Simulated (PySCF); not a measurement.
SiOF₂, SMILES F[Si](=O)F. Atoms are numbered in the order given.

```xyz
4

Si     0.0000     0.0000     0.1307
O      0.0000     0.0000     1.6353
F      0.0000     1.2436    -0.8284
F      0.0000    -1.2436    -0.8284
```
Charge 0, spin multiplicity 1.

The structure is a stationary point at B3LYP-D3(BJ)/def2-TZVP.

Method: B3LYP/def2-TZVPD in PySCF.

Symmetry labels are those of the subgroup C2v that the program uses (full group C2v).

**Question.** List the valence orbital energies around the gap with their symmetry. (The exact figures need the calculation; the answer reports its results.)

**Answer.** 
| orbital | symmetry | energy (eV) |
|---|---|---|
| HOMO−7 | B2 | -15.21 |
| HOMO−6 | B1 | -14.36 |
| HOMO−5 | A1 | -14.27 |
| HOMO−4 | A2 | -13.59 |
| HOMO−3 | B2 | -13.16 |
| HOMO−2 | A1 | -10.92 |
| HOMO−1 | B1 | -9.51 |
| HOMO | B2 | -9.17 |
| LUMO | A1 | -2.68 |
| LUMO+1 | B1 | -1.15 |
| LUMO+2 | B2 | 0.95 |
| LUMO+3 | A1 | 1.00 |
